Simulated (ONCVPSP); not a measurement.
**u(r) = r·R(r): atom against pseudo-atom (calcium)**

Columns: radius, all-electron u(r) and pseudo u(r) of the 3p shell (level -29.35 eV) of calcium in the configuration [Ne] 3s2 3p6 4s1 4p1; PBE, scalar-relativistic, ONCV scheme, ONCVPSP 4.0.1.

```
r (bohr)  all-electron  pseudo
   0.093       -0.2969  0.0207
   0.185       -0.4748  0.0800
   0.278       -0.3842  0.1732
   0.370       -0.1487  0.2895
   0.463        0.1305  0.4206
   0.555        0.3872  0.5521
   0.648        0.6003  0.6758
   0.740        0.7584  0.7803
   0.833        0.8662  0.8614
   0.925        0.9278  0.9144
   1.018        0.9527  0.9401
   1.110        0.9487  0.9404
   1.203        0.9233  0.9191
   1.295        0.8835  0.8819
   1.388        0.8335  0.8332
   1.480        0.7785  0.7785
   1.573        0.7202  0.7202
   1.665        0.6621  0.6621
   1.758        0.6046  0.6045
   1.850        0.5499  0.5498
   1.943        0.4975  0.4975
   2.035        0.4491  0.4491
   2.128        0.4038  0.4037
   2.220        0.3624  0.3624
   2.313        0.3242  0.3242
   2.405        0.2898  0.2898
```

Q: How many radial nodes do the two functions have?

A: The all-electron 3p function has n − l − 1 = 1; the pseudo-wave has 0, since the states of the same l below it are removed with the core.

Q: At about which radius was the pseudo-wave matched?

A: 1.80 bohr. The columns agree to 0.0005 from 1.39 bohr on; several derivatives are matched, so the curves merge somewhat inside the radius.

Q: Is the pseudo-wave norm-conserving?

A: Yes: the ONCV scheme keeps the norm inside the radius equal to the all-electron one, which fixes the energy derivative of the logarithmic derivative at the level.
